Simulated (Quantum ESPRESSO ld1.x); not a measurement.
Spin polarisation of the 3p5 shell in neutral chlorine. Start: [Ne] 3s2 3p(up 2.5, down 2.5); electrons of 3p are moved from spin down to spin up, other shells keep equal spins. All-electron calculation, scalar-relativistic Kohn-Sham, LDA (Slater exchange, Perdew-Zunger correlation), spin-polarised, spherical densities, point nucleus. Program: ld1.x of Quantum ESPRESSO 7.5.

| moment (Bohr magnetons) | E - E(0) (eV) | e(3p up) (eV) | e(3p down) (eV) | 3s down minus up (eV) | 2p down minus up (eV) | 2s down minus up (eV) |
|---|---|---|---|---|---|---|
| 0 | 0.000 | -8.705 | -8.705 | 0.000 | 0.000 | 0.000 |
| 0.25 | -0.012 | -8.796 | -8.611 | 0.210 | 0.059 | 0.047 |
| 0.5 | -0.046 | -8.884 | -8.512 | 0.420 | 0.118 | 0.094 |
| 0.75 | -0.105 | -8.967 | -8.409 | 0.630 | 0.176 | 0.142 |
| 1 | -0.186 | -9.048 | -8.303 | 0.841 | 0.235 | 0.189 |

At moment 1 the spin-polarisation energy is -0.186 eV and the 3p exchange splitting 0.745 eV, that is 0.745 eV per Bohr magneton; E = -I m^2/4 would give I = 0.744 eV.
